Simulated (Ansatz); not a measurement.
Mg₃O₂⁺, relaxed as a doublet with UKS PBE-D4/def2-SVP in Ansatz, starting from the GFN1-xTB geometry. Force threshold 0.02 eV/Å.

The gap within one spin of the charge 1 doublet nearly closes, so an electron or hole may be smeared out by delocalisation error. Another isomer (doublet) lies 0.36 eV lower at PBE0-D4/def2-TZVP; other spin states weren't run for this one.

Start:

Cartesian coordinates in Å:
```
Mg -0.008 0.005 -0.005
Mg -2.307 -1.516 2.145
Mg 2.323 1.507 -2.134
O -1.165 -0.758 1.071
O 1.157 0.762 -1.076
```

(1) Estimate the energy that the relaxation releases and the steps that it takes.

(2) Does the start keep its bonding and symmetry?

(3) Predict the relaxed structure.

Results:

(1) 0.17 eV, in 3 steps; 4.6 s on 4 threads of Arm Neoverse V2 on a shared host. No frequencies were taken in this run, so the end may be a saddle point.

(2) By distances, no bond broke or formed. The bond that changes most is Mg1–O5, from 1.75 to 1.83 Å (atoms count from 1). Point group D∞h at the start, D∞h at the end, both within 0.05 Å.

(3) 
```xyz
5

Mg   -0.001    0.001   -0.001
Mg   -2.396   -1.567    2.218
Mg    2.399    1.565   -2.215
O    -1.210   -0.789    1.116
O     1.207    0.791   -1.118
```
Bond lengths (bridged metal pairs left out): 4 × Mg–O 1.80 to 1.83 Å.
